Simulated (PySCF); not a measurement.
Compound: C6H11NSi2.
Structure used (PBE0-D3(BJ)/def2-SVP), in Å, numbered top down from 1:
```
atom  x, y, z in Å
Si1    1.812   -1.464   -1.261
N2     1.209   -0.107   -0.329
Si3    2.148    1.136    0.474
C4    -0.185   -0.065   -0.111
C5    -1.098   -0.674    1.003
C6    -2.231   -0.770    0.005
C7    -2.058    0.482    0.833
C8    -1.157    1.088   -0.268
C9    -1.331   -0.170   -1.099
H10    3.301   -1.372   -1.292
H11    1.282   -1.435   -2.659
H12    1.401   -2.765   -0.647
H13    3.593    0.844    0.244
H14    1.865    1.152    1.942
H15    1.823    2.492   -0.066
H16   -0.889   -1.285    1.881
H17   -3.060   -1.479   -0.030
H18   -2.728    0.937    1.564
H19   -0.973    2.109   -0.605
H20   -1.304   -0.281   -2.184
```

Computed with PySCF at PBE0/pcSseg-1, non-relativistic, on one gas-phase PBE0-D3(BJ)/def2-SVP geometry that isn't relaxed in the solvent. The solvent is an IEF-PCM continuum (cavity from Bondi-type radii × 1.2). The model holds no explicit solvent molecules, cavitation or dispersion.

Gas phase at PBE0/pcSseg-1: HOMO -6.65 eV, LUMO 0.36 eV, dipole 0.68 D.

Q: What does the continuum do to the energy, the frontier levels and the dipole at PBE0/pcSseg-1 in acetone and dimethylsulfoxide?

A: 
```tsv
solvent	ε	E(solvent) − E(gas) (kJ/mol)	polarisation term (kJ/mol)	distortion of the solute (kJ/mol)	HOMO (eV)	LUMO (eV)	dipole (D)
acetone	20.49	-6.28	-6.65	0.37	-6.56	0.41	0.73
dimethylsulfoxide	46.83	-6.60	-7.01	0.41	-6.56	0.41	0.73
```

Polarisation term: ½ Σ q·V over the induced surface charges. Distortion: the rise of the solute's own energy as its density leaves the gas-phase optimum. From acetone to dimethylsulfoxide the lowering changes by a factor 1.05, Onsager's factor (ε − 1)/(2ε + 1) by 1.04 and ε itself by 2.3.

Q: Give the dipole vector in the frame of the coordinates (D, pointing from negative to positive charge), gas and dimethylsulfoxide.

A: Gas (-0.66, 0.00, 0.13), solvent (-0.72, 0.03, 0.10). Its length changes by +8 % and its direction by 4°.

Q: How do the nuclear quadrupole coupling constants eQVzz/h respond in acetone?

A: 
```json
{"nucleus": "14N at N2", "Q (barn)": "0.02044", "gas (MHz)": "-4.01", "solvent (MHz)": "-3.99", "η gas": "0.49", "η solvent": "0.49"}
```
